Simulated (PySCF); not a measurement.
## Electron correlation in In (indium, neutral)

[Kr] 4d10 5s1 5p2, high-spin 4P determinant (an excited configuration). Calculation: PySCF 2.14, in aug-cc-pVTZ-PP with one added diffuse shell each of d, f type with ECP28MDF (6s5p5d3f, 67 functions); a scalar-relativistic core potential. Frozen: 4s2 4p6 4d10; 3 electrons correlated.

MP2 pair energies summed by pair of shells (mhartree):

```
 pair  energy  share (%)
5p-5p   -3.94       54.9
5s-5p   -3.24       45.1
```

Total MP2 correlation energy: -7.18 mhartree.

Same-spin part -7.18 and opposite-spin part 0.00 mhartree; SCS-MP2 scales them by 1/3 and 6/5 to -2.39 mhartree.
